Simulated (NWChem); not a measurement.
PH, triplet; SMILES [PH]

Results from NWChem. Spin-unrestricted. No stability test was run on the SCF state. The level has its own optimisation; frequencies are unscaled.

Problem. Predict the results for UHF/3-21G. Quantities: r H–P (Å); highest harmonic frequency (cm⁻¹); zero-point energy (kcal/mol); dipole (D).

Solution. The r H–P (Å) is 1.440. The highest harmonic frequency (cm⁻¹) is 2273, the zero-point energy (kcal/mol) comes out as 3.2 and the dipole (D) is 0.83.
